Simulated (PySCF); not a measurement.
# UHF on Ni (nickel, neutral)

Configuration: [Ar] 3d8 4s2, high-spin 3F determinant. Calculation: PySCF 2.14, in jorge-DZP-DKH (8s6p2d1f, 43 functions); scalar relativity by spin-free X2C-1e.

* Total energy: -1518.996971 hartree
* One-electron energy: -2109.0574 hartree
* Hartree (Coulomb) energy: 652.5088 hartree
* Exchange energy: -62.4484 hartree
* ⟨S²⟩: 2.0042
* ⟨L²⟩: 12.016
* Sum of ⟨r⟩: 21.82 bohr
* Sum of ⟨r²⟩: 37.19 bohr²
* Langevin diamagnetic susceptibility: -29.5 ×10⁻⁶ cm³/mol
* Time after the integrals: 0.16 s of wall time on 1 thread of Neoverse-V2 (shared host)

| shell | electrons | mean orbital energy (hartree) | spread (hartree) | rms radius, mean of both spins (bohr) |
| --- | --- | --- | --- | --- |
| 1s β | 1 | -308.77958 | 0 | 0.0624 |
| 1s α | 1 | -308.77938 | 0 | 0.0624 |
| 2s α | 1 | -38.63355 | 0 | 0.265 |
| 2s β | 1 | -38.56145 | 0 | 0.265 |
| 2p α | 3 | -33.11090 | 0 | 0.238 |
| 2p β | 3 | -33.04073 | 0 | 0.238 |
| 3s α | 1 | -5.08692 | 0 | 0.795 |
| 3s β | 1 | -4.88985 | 0 | 0.795 |
| 3p α | 3 | -3.41106 | 0 | 0.849 |
| 3p β | 3 | -3.17450 | 0 | 0.849 |
| 3d α | 5 | -0.71553 | 0.05304 | 1.09 |
| 3d β | 3 | -0.62062 | 0 | 1.09 |
| 4s α | 1 | -0.28583 | 0 | 3.29 |
| 4s β | 1 | -0.26901 | 0 | 3.29 |

Densities and radii are taken from the X2C orbitals without a picture-change correction, which distorts them close to the nucleus.
